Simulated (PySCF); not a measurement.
Run record: geometry optimisation, `P[SiH2]O[SiH2]Br`.

Method: PBE0-D3(BJ)/def2-SVP geometry optimisation, gas phase (PySCF 2.14.0). Start geometry: GFN2-xTB. The command runs a driver script over a list of jobs; the input below is this job's line of settings and its coordinates in Å.

Command:
```bash
OMP_NUM_THREADS=1 python probes_run.py task.json out
```

Input:
```
{"job": {"xc": "PBE0", "basis": "def2-SVP", "d3": "d3bj", "grid": 1, "shake": 0.01, "kind": "geom"}, "charge": 0, "multiplicity": 1}
P      2.449460    -0.610900     0.765280
Si     0.813080     0.481070    -0.347330
O     -0.565880    -0.117090     0.303610
Si    -2.112850    -0.137600     0.452770
Br    -2.990530     0.377310    -1.516220
H      2.496140    -1.664020    -0.101240
H      3.459130     0.079920     0.108600
H      0.856050     1.922970    -0.050700
H      0.715290     0.262340    -1.767150
H     -2.566790     0.895870     1.387020
H     -2.514980    -1.515700     0.749680
```

Output:
```
step   0  E = -3572.03273174  max force = 0.057066
step   1  E = -3572.04412172  max force = 0.007377
step   2  E = -3572.04440216  max force = 0.002432
step   3  E = -3572.04446891  max force = 0.000632
step   4  E = -3572.04450019  max force = 0.002236
step   5  E = -3572.04441928  max force = 0.005418
step   6  E = -3572.04453088  max force = 0.003043
step   7  E = -3572.04459052  max force = 0.000907
step   8  E = -3572.04459904  max force = 0.001087
step   9  E = -3572.04460446  max force = 0.000696
step  10  E = -3572.04460418  max force = 0.000214
optimisation converged
```

Energies in Eh; «max force» is the largest Cartesian gradient component in Eh/bohr.

Question: At which steps does the energy rise by more than 1e-5 Eh?

Answer: At step 5 (+0.08 mEh).

Question: Give the first gradient maximum in eV/Å.

Answer: With 1 Eh/bohr = 51.422 eV/Å, 2.934 eV/Å.

In short: final energy -3572.04460 Eh after 10 steps; dipole 0.57 D.

Question: Give the final coordinates.

Answer: 0.144 Å rms from the input after alignment:
```
atom  x, y, z in Å
P1     2.5807   -0.5369    0.7495
Si2    0.8210    0.4356   -0.2668
O3    -0.5466   -0.2170    0.4348
Si4   -2.1884   -0.1330    0.4372
Br5   -2.8978    0.5173   -1.5724
H6     2.5150   -1.7129   -0.0596
H7     3.5047    0.1199   -0.1240
H8     0.8822    1.9051   -0.0046
H9     0.7725    0.1998   -1.7395
H10   -2.6609    0.8768    1.4198
H11   -2.7461   -1.4804    0.7095
```

Question: How long does this job take on an Arm Neoverse V1 with one thread, no GPU, shared host with 32 logical CPUs at a one-minute load of 26? And the peak memory of the process?

Answer: About 96 s, with 0.54 GiB resident at the peak, the Python interpreter and its libraries included.
Labels such as C1 count atoms from 1, the log's own numbers from 0.
